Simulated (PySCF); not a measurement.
C5H4NO (doublet state).
Cartesian coordinates in Å at the GFN2-xTB level; atoms count from 1:
```
atom  x, y, z in Å
N1    -2.755    1.969    0.149
C2    -1.746    1.396    0.134
C3    -0.588    0.669    0.096
C4    -0.445   -0.781   -0.256
C5     1.037   -0.940   -0.111
C6     1.554    0.236    0.252
O7     0.625    1.214    0.385
H8    -0.798   -1.001   -1.271
H9    -1.012   -1.434    0.419
H10    1.565   -1.856   -0.278
H11    2.567    0.530    0.453
```

The species is `N#C[C]1CC=CO1` [radical].

Method: UKS B3LYP, pcH-1 on C H N O, non-relativistic, mean-field spin-orbit, GIAO in PySCF. Geometry: GFN2-xTB; no solvent, vibrations or thermal averaging. Couplings are sensitive to structure, and on GFN2-xTB geometries they can be far from those on DFT ones. The SCF solution wasn't tested for stability.

**Question.** Break the g tensor into its mass correction, gauge correction and orbital-Zeeman/spin–orbit terms.

**Answer.** 
```
                    Δg (ppm)     1     2     3
relativistic mass correction  -206  -206  -206
            gauge correction    -8    39    36
   orbital Zeeman/spin–orbit    29  1472  1921
                       total  -186  1305  1750
```

So g = 2.00213, 2.00362, 2.00407 and g_iso = 2.00328; the tensor is rhombic: the two nearest values differ by 23 % of g3 − g1. Axes: g2 points within 2° of the C3–O7 bond.

**Question.** How much does each term add to the isotropic shift?

**Answer.** The orbital-Zeeman/spin–orbit term 1141, the mass correction -206 and the gauge correction 22 ppm, for a total of 956 ppm. The orbital-Zeeman/spin–orbit term is the largest in size. The mass correction is the same along every axis, so the anisotropy comes from the other two: their spans along these axes are 47 (gauge) and 1892 ppm (orbital Zeeman/spin–orbit).

**Question.** What are the electron Larmor frequencies g μB B/h along the three axes at 3350 mT?

**Answer.** 93.8749, 93.9448, 93.9656 GHz for g1, g2 and g3, a range of 90.8 MHz.

**Question.** At 34.145 GHz, how far is the centre of the isotropic spectrum from where a free electron (g = 2.002319) resonates?

**Answer.** B = hν/(g μB) with μB/h = 13.99624 MHz/mT gives 1218.38 mT for the free electron and 1217.80 mT at g_iso, 0.58 mT lower.

**Question.** In a frozen sample, at which fields do the three g values resonate at 9.5, 34, 94 and 263 GHz (hyperfine left aside), and which band first spreads them over more than twice a line width of 1.0 mT?

**Answer.** 
```csv
band,GHz,B(g3) mT,B(g2) mT,B(g1) mT,spread mT
X,9.5,338.69,338.76,339.02,0.33
Q,34.0,1212.15,1212.41,1213.32,1.17
W,94.0,3351.23,3351.97,3354.47,3.24
J,263.0,9376.30,9378.38,9385.37,9.07
```

The spread grows in proportion to the frequency. W band is the first where it exceeds 2.0 mT.

Largest spin populations (Mulliken): C3 (+0.66), N1 (+0.33), C2 (-0.16) and O7 (+0.10). The angles at C3 add up to 360.0°, so it is planar.

The HOMO–LUMO gaps are 5.25 eV among the α and 4.62 eV among the β orbitals.
